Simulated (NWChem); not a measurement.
System: SiNH4, doublet; SMILES [NH][SiH3]

The following NWChem deck was run.

```
start job
memory heap 200 mb stack 700 mb global 900 mb
geometry units angstroms noautosym nocenter noautoz
  N      0.084627    -1.241535     0.225293
  Si    -0.015909     0.511934     0.041629
  H      0.667111    -1.654251    -0.516333
  H     -0.854156     1.084133     1.129968
  H     -0.624914     0.856538    -1.285007
  H      1.354039     1.119603     0.100754
end
basis spherical
  N library def2-svp
  Si library def2-svp
  H library def2-svp
end
dft
  odft
  mult 2
  xc xpbe96 cpbe96
  iterations 150
end
cosmo
  do_cosmo_smd true
  solvent methanol
end
task dft energy
```

Excerpt of the output:

```
             Northwest Computational Chemistry Package (NWChem) 7.3.0
             --------------------------------------------------------

                             Geometry "geometry" -> ""
                             -------------------------

 Output coordinates in angstroms (scale by  1.889725989 to convert to a.u.)

  No.       Tag          Charge          X              Y              Z
 ---- ---------------- ---------- -------------- -------------- --------------
    1 N                    7.0000     0.08462700    -1.24153500     0.22529300
    2 Si                  14.0000    -0.01590900     0.51193400     0.04162900
    3 H                    1.0000     0.66711100    -1.65425100    -0.51633300
    4 H                    1.0000    -0.85415600     1.08413300     1.12996800
    5 H                    1.0000    -0.62491400     0.85653800    -1.28500700
    6 H                    1.0000     1.35403900     1.11960300     0.10075400

 Effective nuclear repulsion energy (a.u.)      56.3050116319

  pbe96 is a nonlocal functional; adding pw91lda local functional.

                                 NWChem DFT Module
                                 -----------------

 Summary of "ao basis" -> "ao basis" (spherical)
 ------------------------------------------------------------------------------
       Tag                 Description            Shells   Functions and Types
 ---------------- ------------------------------  ------  ---------------------
 N                          def2-svp                 6       14   3s2p1d
 Si                         def2-svp                 8       18   4s3p1d
 H                          def2-svp                 3        5   2s1p

 in cosmo_initialize ...
 calling solv_data for solv:methanol

 solvent parameters
 solvname_short: methanol
 solvname_long:  methanol
 dielec:       32.6130
 dielecinf:     1.7657
 nonaqueous SMD model solvent descriptors
 dielec:       32.6130
 sola:          0.4300
 solb:          0.4700
 solc:          0.0000
 solg:         31.7700
 solh:          0.0000
 soln:          1.3288

          ---------------
          -cosmo- solvent
          ---------------
 Cosmo: York-Karplus, doi: 10.1021/jp992097l
 dielectric constant -eps-     =  32.61
 screen = (eps-1)/(eps    )    =   0.96934
 surface charge correction     = lagrangian

   van der Waals surface
 --------------------------

[...]

                                COSMO-SMD solvation results
                                ---------------------------

             internal energy in gas <Psi(g)|H|Psi(g)> =      -346.214489326034
         internal energy in solvent <Psi(s)|H|Psi(s)> =      -346.213673825069
                               delta internal energy  =         0.000815500965 (    0.51 kcal/mol)
   total free energy in solvent <Psi(s)|H+V/2|Psi(s)> =      -346.219787636314
 polarization energy contribution <Psi(s)|V/2|Psi(s)> =        -0.006113811244 (   -3.84 kcal/mol)
    total free energy in solvent including G(SMD-CDS) =      -346.218160325756
                       G(SMD-CDS) energy contribution =         0.001627310558 (    1.02 kcal/mol)
     1 M fixed-concentration free energy of solvation =        -0.003670999722 (   -2.30 kcal/mol)

                    DFT Final Alpha Molecular Orbital Analysis
                    ------------------------------------------

 Vector   11  Occ=1.000000D+00  E=-3.130018D-01
              MO Center= -3.6D-01,  5.7D-01,  5.3D-01, r^2= 2.3D+00
   Bfn.  Coefficient  Atom+Function         Bfn.  Coefficient  Atom+Function
  ----- ------------  ---------------      ----- ------------  ---------------
    38      0.380872  4 H  s                  5      0.216231  1 N  py
    24      0.210706  2 Si pz                39      0.183663  4 H  s
    22     -0.167679  2 Si px                27      0.167414  2 Si pz
    25     -0.131256  2 Si px                23      0.128991  2 Si py
     8     -0.125458  1 N  py                48     -0.125283  6 H  s

 Vector   12  Occ=1.000000D+00  E=-2.554107D-01
              MO Center=  1.5D-01, -6.0D-01,  6.4D-03, r^2= 2.3D+00
   Bfn.  Coefficient  Atom+Function         Bfn.  Coefficient  Atom+Function
  ----- ------------  ---------------      ----- ------------  ---------------
     4      0.443651  1 N  px                 7     -0.337103  1 N  px
     6      0.316793  1 N  pz                 9     -0.240633  1 N  pz
    43     -0.207420  5 H  s                 48      0.204708  6 H  s
    44     -0.181933  5 H  s                 49      0.180159  6 H  s
    22      0.086785  2 Si px                28      0.070382  2 Si d -2

 Vector   13  Occ=1.000000D+00  E=-2.499723D-01
              MO Center=  3.5D-02, -8.8D-01,  2.3D-01, r^2= 2.0D+00
   Bfn.  Coefficient  Atom+Function         Bfn.  Coefficient  Atom+Function
  ----- ------------  ---------------      ----- ------------  ---------------
     6     -0.331531  1 N  pz                 5      0.327961  1 N  py
     3      0.269487  1 N  s                  8     -0.245184  1 N  py
     9      0.236075  1 N  pz                 4      0.194284  1 N  px
     2      0.169093  1 N  s                 39     -0.159805  4 H  s
    23      0.145467  2 Si py                 7     -0.136885  1 N  px

 Vector   14  Occ=0.000000D+00  E= 1.021417D-03
              MO Center=  8.4D-02,  3.2D-01, -6.1D-02, r^2= 3.8D+00
   Bfn.  Coefficient  Atom+Function         Bfn.  Coefficient  Atom+Function
  ----- ------------  ---------------      ----- ------------  ---------------
    26      1.153255  2 Si py                 3      0.922134  1 N  s
    34     -0.389526  3 H  s                 44     -0.323463  5 H  s
    49     -0.320070  6 H  s                  8      0.260581  1 N  py
    39     -0.220124  4 H  s                 23      0.217463  2 Si py
    27     -0.185712  2 Si pz                 2      0.178110  1 N  s

[...]
```

Level: PBE/def2-SVP, spin-unrestricted, SMD on the gas-phase geometry. Geometry: optimised at PBE0/def2-SVP, spin-unrestricted. No stability test was run on the SCF state. Solvent: methanol.
